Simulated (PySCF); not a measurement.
Species: C5H4F4 (charge +1 and doublet state).
Z-matrix (Å and degrees, GFN2-xTB geometry), rows numbered from 1:
```
F 
C   1  1.3297
C   2  1.5350  1  117.78
C   3  1.3433  2   92.42  1  -109.59
C   4  1.5054  3   95.11  2    -8.08
C   5  1.5715  2  117.47  1    -2.51
F   6  1.3195  5  111.63  2    51.95
F   6  1.3204  5  109.38  2   172.64
F   6  1.3223  5  107.86  2   -68.26
H   2  1.1077  1  107.75  3   126.03
H   3  1.0791  2  129.34  1    76.98
H   4  1.0822  3  135.53  2   163.26
H   5  1.0945  2  115.85  1  -130.09
```

The hyperfine couplings belong to this conformer and change with its torsions.

Identity: `F[C@@H]1[CH+][CH][C@@H]1C(F)(F)F` [radical] (charge +1).

Computed with PySCF, UKS B3LYP, pcH-1 on C F H, non-relativistic, mean-field spin-orbit, GIAO. Isolated species at its GFN2-xTB geometry, gas phase. Couplings are sensitive to structure, and on GFN2-xTB geometries they can be far from those on DFT ones, by a factor of two or more for some ions and for spin on atoms past the first row. No stability test was run, so a lower SCF solution isn't excluded.

Largest spin populations (Mulliken): C3 (+0.43) and C4 (+0.35).

(1) How do the β-proton couplings of this frozen conformer go with θ, the angle between the C–H bond and the normal to the plane of the spin centre's three neighbours, both seen down the bond from centre to carbon?

Answers

(1) 
```csv
β H,on,centre,θ (°),cos²θ,a (G)
H10,C2,C3,38,0.62,+52.31
H13,C5,C4,16,0.92,+16.25
```

Couplings in gauss use g_iso = 2.0039.
